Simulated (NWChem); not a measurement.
Species: C$_{4}$H$_{3}$FO; SMILES c1coc(F)c1

```xyz
9

F     -0.0288    -1.9726     0.0000
C      0.0879    -0.6724     0.0000
C      1.1739     0.1426     0.0000
C      0.6197     1.4665     0.0000
C     -0.7322     1.3221     0.0000
O     -1.0588     0.0001     0.0000
H      2.2169    -0.1608     0.0000
H      1.1685     2.4059     0.0000
H     -1.5661     2.0175     0.0000
```
Atoms are numbered in this order, from 1.

Level: PBE0/def2-SVP (NWChem), optimised geometry, unscaled harmonic frequencies. 

**Question.** List the harmonic frequencies with IR intensities, and the thermochemistry.

**Answer.** 
```tsv
frequency (cm⁻¹)	IR intensity (km/mol)
304	0.5
454	0.3
620	3.6
665	15.0
685	11.7
734	49.2
805	31.1
891	0.0
898	1.1
999	34.5
1022	20.6
1123	19.1
1200	8.0
1258	6.6
1348	42.7
1475	58.2
1594	49.0
1716	204.9
3281	1.1
3306	4.3
3320	0.9
```

The zero-point energy comes out as 39.6 kcal/mol and the thermal correction to the enthalpy at 298.15 K (with zero-point energy) comes out as 42.9 kcal/mol. The heat capacity Cv comes out as 15.8 cal/(mol K). The entropy at 298.15 K and 1 atm (symmetry number 1) comes out as 69.3 cal/(mol K). The dipole moment is 1.50 D.

Rigid rotor and harmonic oscillator.
